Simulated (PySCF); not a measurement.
## Diatomics with 68 electrons

PBE0 in PySCF with def2-TZVPPD on every atom (core potentials on Sn, Sb, I), for the lowest determinant that a PBE0 search found; no spin–orbit coupling. All have 68 electrons, 12 of them in the valence shells, and the same state, a triplet (π ↑↑). For ions De leads to the atom and ion picked by measured ionisation energies and electron affinities.

```json
{"species": "GeBr⁻", "difference of nuclear charges": "3", "Re (Å)": "2.525", "ωe (cm⁻¹)": "201", "k (mdyn/Å)": "0.906", "De (eV)": "1.69", "dissociates to": "Ge + Br⁻"}
{"species": "SnCl⁻", "difference of nuclear charges": "33", "Re (Å)": "2.537", "ωe (cm⁻¹)": "247", "k (mdyn/Å)": "0.975", "De (eV)": "1.84", "dissociates to": "Sn + Cl⁻"}
{"species": "SiI⁻", "difference of nuclear charges": "39", "Re (Å)": "2.647", "ωe (cm⁻¹)": "247", "k (mdyn/Å)": "0.827", "De (eV)": "1.68", "dissociates to": "Si + I⁻"}
{"species": "AsBr", "difference of nuclear charges": "2", "Re (Å)": "2.296", "ωe (cm⁻¹)": "317", "k (mdyn/Å)": "2.28", "De (eV)": "2.89", "dissociates to": "As + Br"}
{"species": "SbCl", "difference of nuclear charges": "34", "Re (Å)": "2.339", "ωe (cm⁻¹)": "373", "k (mdyn/Å)": "2.23", "De (eV)": "3.21", "dissociates to": "Sb + Cl"}
```

These are scalar-relativistic numbers at best; spin–orbit coupling would shift them, the dissociation energy most. For an ion De counts to the pair picked by the measured ionisation energies or electron affinities, which need not be the lowest pair at this level. The highest Kohn–Sham level is positive in some of these anions. Much of that is self-interaction error, but it also means that the finite basis helps to hold the extra electron. States were picked by a PBE0 search and need not be the measured ground states.
